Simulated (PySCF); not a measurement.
Be(Br)(iPr) (C₃H₇BeBr), SMILES C[CH](C)[Be][Br]. Heavy atoms are numbered as in [Be:1]([Br:2])[CH:3]([CH3:4])[CH3:5]. Hydrogens are named by the atom that carries them.

The structure is a stationary point at ωB97X-D3(BJ)/def2-SVP. The structure was generated by enumeration; whether it is a known compound was not checked. The values are those of a single conformer.

All values below come from PBE/def2-TZVP (PySCF).

Atomic charges (e), one atom of each kind:

| atom | Mulliken | IAO |
|---|---|---|
| Be1 | 0.15 | 1.38 |
| Br2 | -0.15 | -0.74 |
| C3 (CH) | 0.07 | -0.73 |
| C4 (CH3) | -0.40 | -0.43 |
| H on C3 | 0.05 | 0.13 |
| H on C4 | 0.11 | 0.13 |
